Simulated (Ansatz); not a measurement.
Basis-set extrapolation for `[CH3][Al]1[BH][SiH2]1` (PBE0-D4/def2-TZVP geometry, frozen core, Ansatz). Multiplicity 1, RHF reference.

```json
{"": "HF", "def2-TZVPP": "-596.851922", "def2-QZVPP": "-596.870142"}
{"": "MP2 correlation", "def2-TZVPP": "-0.491268", "def2-QZVPP": "-0.522440"}
{"": "CCSD(T) correlation", "def2-TZVPP": "-0.563641", "def2-QZVPP": "not run"}
```

Energies in hartree. Use E(X) = E(∞) + A·exp(−7.88·√X) for Hartree–Fock and E(X) = E(∞) + B·X^(−2.97) for correlation, with X = 3 and 4, and add CCSD(T) minus MP2 of the smaller set to the MP2 limit.

What is the CCSD(T) energy at the basis-set limit?

HF limit: -596.870142 + (-0.018220) × 0.13774 = -596.87265. MP2 limit: -0.522440 + (-0.031172) × 0.74074 = -0.54553. Higher-order term: -0.563641 − (-0.491268) = -0.07237. Total: -597.49055 hartree, 196.9 kJ/mol below CCSD(T)/def2-TZVPP.
